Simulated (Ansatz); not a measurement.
Setting up BGeH3Cl2 (SMILES Cl[B](Cl)[GeH3]) in Ansatz

BGeH3Cl2: 7 atoms, total charge 0, spin state singlet. As SMILES, `Cl[B](Cl)[GeH3]`. Geometry: optimised at B3LYP/def2-SVP.

```xyz
7

Cl    1.7655   -1.4431    1.2204
B     0.2098   -1.0318    0.5173
Cl   -1.0926   -2.2098    0.6091
Ge   -0.1231    0.8005   -0.4129
H    -0.5595    0.5720   -1.8770
H    -1.2708    1.5480    0.3015
H     1.1323    1.6962   -0.4041
```

Settings wanted:

```json
{"basis set": "def2-SVP", "integral approximation": "automatic", "task": "energy", "method": "DFT", "functional": "B3LYP", "reference": "RKS", "relativity": "none", "accuracy": "medium"}
```

Question: Write the Ansatz 0.2.0 input and the command.

Answer: One that was run (others would do as well):

in.yaml:
```yaml
crystal:
  periodic: [false, false, false]
  atoms:
    - {symbol: Cl, position_ang: [1.765472, -1.443134, 1.220436]}
    - {symbol: B, position_ang: [0.209771, -1.031808, 0.517325]}
    - {symbol: Cl, position_ang: [-1.092599, -2.209757, 0.609094]}
    - {symbol: Ge, position_ang: [-0.123135, 0.800508, -0.412884]}
    - {symbol: H, position_ang: [-0.559522, 0.571988, -1.877000]}
    - {symbol: H, position_ang: [-1.270846, 1.548044, 0.301504]}
    - {symbol: H, position_ang: [1.132260, 1.696158, -0.404076]}
basis:
  gaussian:
    orbitals: def2-SVP
hamiltonian:
  xc: {name: B3LYP}
```

```bash
$ ansatz run in.yaml --threads 1 --pin off --max-ram 3480MiB --events-out events.jsonl --progress --plain --runs-dir runs
```

Calculated total energy: -3023.63107 Eh.
